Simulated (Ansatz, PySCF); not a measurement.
Spin states of F2Ru (SMILES [F][Ru][F]), each relaxed with B3LYP-D3(BJ)/def2-TZVP.
State 1 (charge 0, multiplicity 5):
```json
[
 {"atom": "Ru", "x (Å)": "-0.0106", "y (Å)": "0.0161", "z (Å)": "-0.0231"},
 {"atom": "F", "x (Å)": "-0.2406", "y (Å)": "1.4073", "z (Å)": "-1.2643"},
 {"atom": "F", "x (Å)": "0.2179", "y (Å)": "-1.3761", "z (Å)": "1.2172"}
]
```
State 2 (charge 0, multiplicity 1):
```xyz
3

Ru     0.2282     0.1791     0.1155
F     -0.3478     1.2520    -1.2678
F      0.0863    -1.3838     1.0820
```

Singlets are restricted, other states unrestricted; no spin–orbit coupling, no relativity up to Kr; see below for the cores. The largest T1 diagnostic is 0.034.

Run with Ansatz (Gaussian orbitals); PySCF for the dispersion terms.  In def2 rows elements past Kr take small-core potentials, without spin–orbit coupling.

Problem. Estimate the energy of the multiplicity-1 state less that of the multiplicity-5 state that PBE/def2-TZVPP returns for this input.

Solution. 177 kJ/mol

Ansatz is a first-principles code.
